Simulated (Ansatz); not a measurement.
Ansatz (an electronic-structure program) input (RPA@PBE/cc-pV(T+d)Z):
A basis named .json is the Basis Set Exchange file of that set.

Ansatz 0.2 input:
```yaml
crystal:
  periodic: [false, false, false]
  atoms:
    - {symbol: C, position_ang: [-2.49006961, -0.23584926, -0.01595224]}
    - {symbol: C, position_ang: [-1.20688201, 0.25536270, -0.10967514]}
    - {symbol: C, position_ang: [-0.05192824, -0.47897671, 0.13039650]}
    - {symbol: Si, position_ang: [1.66769433, 0.19379364, 0.00080136]}
    - {symbol: H, position_ang: [-2.67365740, -1.26629116, 0.26223729]}
    - {symbol: H, position_ang: [-3.34961680, 0.38854727, -0.21609703]}
    - {symbol: H, position_ang: [-1.09393405, 1.29895887, -0.39378978]}
    - {symbol: H, position_ang: [-0.18819383, -1.52112615, 0.41335376]}
    - {symbol: H, position_ang: [2.45998932, -0.55630331, -1.00666487]}
    - {symbol: H, position_ang: [2.38509445, 0.07868409, 1.29596615]}
    - {symbol: H, position_ang: [1.60587686, 1.62119908, -0.39483923]}
basis:
  gaussian:
    orbitals: cc-pV_T+d_Z.json
hamiltonian:
  xc: pbe
magnetization: {spin_polarized: true, initial_magnetization: 1}
correlation: {method: rpa, electrons: outside_noble_gas}
```

End of the output:

```
integrals: 0.39 GiB planned
1291 factors; integrals over basis functions are off by at most 1.2e-3 eV
0.35 GiB of the device are held for the grids
1.24 GiB of device memory are held for the factors and their scratch space
mean field: 1.19 GiB planned
mean field evaluation 1: about -11083.8126 eV, gradient 4.4e1 eV
mean field evaluation 2: about -11083.8025 eV, gradient 4.4e1 eV
mean field evaluation 4: about -11093.1619 eV, gradient 9.0e0 eV
mean field evaluation 8: about -11093.6775 eV, gradient 2.5e-1 eV
mean field evaluation 16: about -11093.6771 eV, gradient 1.8e-4 eV
mean field -11093.67706480 eV, -407.6851125669 hartree, gradient 3.0e-6 eV, S^2 0.763880; 0 other end points of the search recorded, 0 dependent functions left out
8 core orbitals not correlated
reference -11063.40541324 eV, -406.5726498910 hartree; 12, 11 occupied and 207, 208 virtual orbitals, 1291 factors
Total energy: -11092.28288034 eV, -407.6338772330 hartree
```

It need not be the lowest isomer of its formula.
